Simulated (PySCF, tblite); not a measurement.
Rigid-rotor lines calculated for a species of formula C5H7F3O (commonest isotopes; PBE0/def2-SVPD in PySCF (dipole) on a GFN2-xTB geometry, gas phase), labelled J(Ka,Kc):

```
     transition     MHz
2(1,1) ← 1(1,0)  5530.6
1(1,1) ← 0(0,0)  3109.0
2(1,2) ← 1(1,1)  5017.6
2(0,2) ← 1(0,1)  5194.5
1(0,1) ← 0(0,0)  2637.0
```

Question: Find the rotational constants.

Answer: 1(0,1) ← 0(0,0) is B + C, 2(1,1) ← 1(1,0) is 3B + C and 2(1,2) ← 1(1,1) is B + 3C, so B − C is half the difference of the last two, 256.5 MHz. 1(1,1) ← 0(0,0) is A + C. A = 1918.8, B = 1446.8, C = 1190.3 MHz.

Question: What moments of inertia, asymmetry and inertial defect follow?

Answer: I = 505379 MHz·u·Å² over each constant: Ia = 263.39, Ib = 349.31, Ic = 424.59 u·Å²; κ = (2B − A − C)/(A − C) = -0.296 (asymmetric top); Δ = Ic − Ia − Ib = -188.11 u·Å².

Question: Which dipole components do these lines need?

Answer: μa and μb (a-type: ΔKa even, ΔKc odd; b-type: both odd). The calculation gives |μa| = 1.85 D, |μb| = 3.14 D, |μc| = 1.44 D.

Question: Predict further lines from these constants: 2(2,0) ← 2(1,1); 2(2,0) ← 1(1,0); 1(1,0) ← 0(0,0); 2(1,1) ← 2(0,2); 2(2,0) ← 1(1,1); 1(1,1) ← 1(0,1).

Answer: 
```json
{"transition": "1(1,1) ← 1(0,1)", "MHz": "472", "type": "c", "branch": "Q"}
{"transition": "2(1,1) ← 2(0,2)", "MHz": "1065", "type": "b", "branch": "Q"}
{"transition": "2(2,0) ← 2(1,1)", "MHz": "1496", "type": "b", "branch": "Q"}
{"transition": "1(1,0) ← 0(0,0)", "MHz": "3366", "type": "c", "branch": "R"}
{"transition": "2(2,0) ← 1(1,0)", "MHz": "7026", "type": "c", "branch": "R"}
{"transition": "2(2,0) ← 1(1,1)", "MHz": "7283", "type": "b", "branch": "R"}
```

Question: Which structure gave them?

Answer: `CC[C@@](F)(CF)C(=O)F`, point group C1. Three constants can't fix a structure by themselves; this is the one that was computed:
```xyz
16
C5H7F3O angstrom
C     -1.854   -0.505    0.618
C     -0.613   -0.791   -0.221
C      0.557    0.125    0.176
F      0.818   -0.039    1.519
C      1.826   -0.226   -0.616
F      2.779    0.741   -0.465
C      0.179    1.573   -0.097
O     -0.092    2.041   -1.146
F      0.153    2.318    1.017
H     -1.625   -0.598    1.677
H     -2.639   -1.214    0.371
H     -2.226    0.500    0.430
H     -0.826   -0.633   -1.279
H     -0.296   -1.826   -0.076
H      1.600   -0.295   -1.683
H      2.251   -1.162   -0.238
```

The values belong to one conformer (point group C1) with, in the numbering `[CH3:1][CH2:2][C@@:3]([F:4])([CH2:5][F:6])[C:7](=[O:8])[F:9]`, C1–C2–C3–F4 57°, C2–C3–C5–F6 168°, C2–C3–C7–O8 -61°. Its GFN2-xTB frequencies are all real (lowest 38 cm⁻¹). Zero-point vibration and centrifugal distortion are left out. A rigid rotor knows nothing of internal rotation, which can split or shift real lines.

Rough CPU time on one thread of a shared machine: about 1.8 min. This is the PBE0/def2-SVPD job that gave the dipole, with the excitations it also computed.
